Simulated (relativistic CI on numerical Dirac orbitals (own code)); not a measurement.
## Pd²⁺: L2,3 absorption edge

Computed with this model: Dirac-Coulomb-Breit CI, separate exchange-only KLI orbitals for each configuration, model QED (radiative potential, 1s self-energy scaled to tabulated hydrogen-like ionisation energies), valence Slater integrals scaled by 0.8, multiplet model of core-to-valence dipole absorption; configurations [Kr] 4d8 → [He] 2s2 2p5 3s2 3p6 3d10 4s2 4p6 4d9; 10 K; Lorentzian 1.6 eV and Gaussian 0.5 eV FWHM. Energies are those of the free ion, without screening or charge transfer. The branching ratio is the share of the lower-energy edge in the whole absorption, uncertain by about 0.02 where the edges overlap. S is read from ⟨S²⟩ = S(S + 1).

Field parameters in Wybourne normalisation: D3d B²₀ = −7Dσ, B⁴₀ = −14Dq − 21Dτ, B⁴₃ = −14√(10/7) Dq. The field is a parameter set, without covalency.

free ion: ground-state S = 1.00, centroid 3183.21 eV, branching ratio 0.947. Peaks (eV, height): 3175.0 (100).

D3d, 10Dq = 27000, Dσ = -1200, Dτ = -290 cm⁻¹: ground-state S = 1.00, centroid 3218.80 eV, branching ratio 0.733. Peaks (eV, height): 3176.8 (100), 3334.2 (37).

The statistical ratio of this edge is 2/3 = 0.667. Values above it arise where the holes sit mainly in the j = l + 1/2 valence subshell or the ground state has high spin; values below it where core-valence Coulomb terms move weight to the upper edge, as in nearly empty shells. At deep edges of heavy elements the radial integrals of the two core levels differ, which raises the baseline.

Strongest unbroadened transitions for D3d, 10Dq = 27000, Dσ = -1200, Dτ = -290 cm⁻¹:

| Energy (eV) | Relative strength |
| --- | --- |
| 3176.64 | 0.6 |
| 3176.65 | 39.0 |
| 3176.67 | 100.0 |
| 3176.68 | 15.1 |
| 3176.71 | 54.2 |
| 3176.73 | 17.7 |
| 3176.74 | 81.7 |
| 3176.77 | 52.4 |
| 3177.40 | 37.1 |
| 3177.41 | 8.5 |
| 3179.42 | 0.7 |
| 3179.56 | 0.2 |
| 3180.26 | 0.2 |
| 3180.42 | 0.2 |
| 3334.06 | 47.8 |
| 3334.10 | 27.5 |
| 3334.35 | 37.3 |
| 3334.37 | 35.6 |
